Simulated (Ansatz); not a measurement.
(LiOH)3 ring (Li3O3H3). Charge 0, multiplicity 3. Geometry PBE0-D4/def2-SVP, that of the neutral singlet; atoms count from 1.

```
atom   x (Å)   y (Å)   z (Å)
 Li1   0.446   0.472   1.470
  O2  -1.287   0.650   1.211
 Li3  -1.544   0.083  -0.437
  O4  -0.523  -0.556  -1.722
 Li5   1.098  -0.555  -1.033
  O6   1.810  -0.098   0.512
  H7  -1.941   0.985   1.826
  H8  -0.788  -0.837  -2.598
  H9   2.731  -0.144   0.771
```

At PBE0-D4/def2-TZVP a singlet of charge 0 lies 5.76 eV below the triplet at the same geometry.

Problem. Estimate the Mulliken populations from the PBE0/def2-TZVP orbitals of Ansatz.

Solution. 
```tsv
atom	charge (e)	spin (α − β)
Li1	0.82	-0.01
O2	-0.97	0.18
Li3	0.35	0.46
O4	-0.54	0.63
Li5	0.34	0.46
O6	-0.97	0.18
H7	0.34	0.01
H8	0.29	0.10
H9	0.34	0.01
```
Mulliken values depend strongly on the basis.

Problem. Where does the spin sit?

Solution. Summed by element: Li 0.91, O 0.98, H 0.11, of 2 unpaired in all. Largest on single atoms: O4 0.63, Li5 0.46, Li3 0.46.

Problem. And the Mayer bond orders between heavy atoms (over 0.3)?

Solution. Li3–Li5 0.45 (2.78 Å).
